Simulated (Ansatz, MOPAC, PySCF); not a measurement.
Reaction (SMILES): NB(O)[NH] → NB(N)[O]

Wanted: isomerisation energy (enthalpy at 298 K), in kcal/mol. Conventions: open shells spin-unrestricted; non-relativistic; spin-orbit terms left out; dispersion terms only where a functional's name holds one. Ab initio and DFT rows: single points at B3LYP-D3(BJ) geometries (Ansatz, a quantum-chemistry and plane-wave program), with unscaled harmonic terms from B3LYP/6-31G* (Ansatz) at its own minima. Semi-empirical rows: MOPAC heats of formation at their own minima for 298 K.

```
species    coefficient  E at BP86/def2-SVP (PySCF), Eh  E at wB97M-V/def2-TZVPD (Ansatz), Eh  H(298 K) - E, kcal/mol  heat of formation at PM6 (MOPAC), kcal/mol
---------  -----------  ------------------------------  ------------------------------------  ----------------------  ------------------------------------------
[NH]B(N)O           -1                      -211.87379                            -212.05744                   40.40                                      -64.78
NB(N)[O]            +1                      -211.87701                            -212.05613                   41.00                                      -54.74
```

 1 Eh = 627.5095 kcal/mol.

Work the quantity out at each level.


- BP86/def2-SVP: the sum of coefficient times E is -0.00322 Eh, or -2.02 kcal/mol; the thermal terms add 0.60. Result: -1.4 kcal/mol.
- wB97M-V/def2-TZVPD: the sum of coefficient times E is 0.00131 Eh, or 0.82 kcal/mol; the thermal terms add 0.60. Result: 1.4 kcal/mol.
- PM6: the sum of coefficient times heat of formation is 10.04 kcal/mol; it needs no thermal term.
